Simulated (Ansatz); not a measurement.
**Abstraction of F: GaHF2 + CH2F → GaHF + CH2F2**

Species: GaHF2 `[F][GaH][F]`, singlet; CH2F `[CH2]F`, doublet; GaHF `[F][GaH]`, doublet; CH2F2 (difluoromethane) `FCF`, singlet. A radical takes F: the energy is the difference in strength between the Ga–F bond broken and the C–F bond made.

Shapes, held fixed at every level: PBE0-D4/def2-TZVP. Programs: Ansatz 0.2.0. The zero-point and thermal change to 298 K, harmonic and unscaled (PBE0-D4/def2-TZVP), is +8.4 kJ/mol.

```
             level                    kind  ΔH(298 K) (kJ/mol)  less CCSD(T)/def2-TZVPP
      MP2/def2-SVP     perturbation theory               +51.7                     +0.9
       HF/def2-SVP            Hartree–Fock               +54.8                     +4.0
     HF/def2-TZVPP            Hartree–Fock               +60.3                     +9.5
wB97M-V/def2-TZVPP  range-separated hybrid               +36.1                    -14.7
wB97X-V/def2-TZVPP  range-separated hybrid               +45.1                     -5.7
 B2PLYP/def2-TZVPP           double hybrid               +46.6                     -4.2
CCSD(T)/def2-TZVPP   coupled cluster or CI               +50.8                      0.0
```

The highest level, CCSD(T)/def2-TZVPP, gives ΔH(298 K) = +50.8 kJ/mol; the levels span +36.1 to +60.3. The column of differences is taken from that level and isn't an error. No measured value is set beside it here. Open shells run unrestricted. Relativity is left out for Ga. Outer-core shells of Ga are correlated, in sets that cover them unevenly.
